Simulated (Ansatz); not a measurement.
`C[B]([InH2])CF`, relaxed with RKS PBE0-D4/def2-TZVP in Ansatz from a GFN2-xTB geometry. The force threshold is 0.005 eV/Å; the program also tests the step.

Total charge 0; spin multiplicity 1. In takes the def2 core potential.

Start:

```xyz
12

C     1.576    0.854    0.309
B     0.221    0.128    0.025
In   -1.953    0.813   -0.174
C     0.182   -1.436   -0.154
F    -1.155   -1.873   -0.328
H     1.529    1.336    1.290
H     1.743    1.668   -0.400
H     2.455    0.209    0.298
H    -3.063    1.095    1.150
H    -2.814    0.988   -1.683
H     0.720   -1.784   -1.043
H     0.560   -1.997    0.709
```

Task: By how much does the energy fall, and how many steps does the optimiser take? (Best estimate.)

Result: Computed: 4.97 kJ/mol, in 15 steps, 1 of them rejected.

Task: Which bonds change most? (An estimate is asked.)

Result: Computed: B2–In3 from 2.288 to 2.259 Å; In3–H9 from 1.751 to 1.734 Å; B2–C4 from 1.574 to 1.557 Å; C4–F5 from 1.417 to 1.404 Å.

Task: Give the relaxed structure. (Estimate.)

Result: Computed: 
```xyz
12

C     1.490    0.837    0.247
B     0.158    0.066   -0.003
In   -1.948    0.860   -0.197
C     0.182   -1.488   -0.105
F    -1.092   -2.056   -0.265
H     1.462    1.190    1.288
H     1.578    1.745   -0.356
H     2.403    0.244    0.129
H    -2.998    1.094    1.163
H    -2.664    1.257   -1.726
H     0.793   -1.806   -0.963
H     0.635   -1.943    0.787
```
